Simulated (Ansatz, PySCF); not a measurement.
FH₂NO₂W, multiplicity 1. Atoms are numbered in the order given.

```xyz
7

W      0.0321    -0.0276     0.0000
O      1.0075    -0.1235     1.3926
O      1.0075    -0.1235    -1.3926
F     -1.2433    -1.4000     0.0000
N     -0.7811     1.7218     0.0000
H     -0.9193     2.2814     0.8381
H     -0.9193     2.2814    -0.8381
```

Coordinates come from a PBE0-D3(BJ)/def2-SVP optimisation. The spin state was assumed, not searched. The structure was generated by enumeration; whether it is a known compound was not checked. The def2 effective core potentials stand for the cores of W; spin–orbit coupling is left out. Other conformers were not sampled.

Vertical ionisation energy (IE) and electron affinity (EA) in eV. Rows of orbital energies are one-electron estimates. Where ΔSCF, EOM or ADC give a negative EA the extra electron is unbound and the value depends on the basis.

```csv
level,IE,EA
"−ε(HOMO), −ε(LUMO), M06-2X/def2-TZVP (PySCF)",10.52,0.76
"−ε(HOMO), −ε(LUMO), PBE/def2-TZVP (PySCF)",7.49,2.55
"ΔSCF, PBE0/def2-SVPD (Ansatz), final states of multiplicity 2 and 2",11.21,-0.19
"ΔSCF, PBE/def2-SVPD (Ansatz), final states of multiplicity 2 and 2",10.84,-0.34
```

Question: What vertical singlet–triplet gap does ΔSCF give with PBE0/def2-SVPD (Ansatz, a quantum-chemistry and plane-wave program) and with PBE/def2-SVPD (Ansatz)? (An estimate is asked for; the answer gives what the named calculation found.)

Answer: 4.67 and 4.81 eV (triplet above singlet where positive).
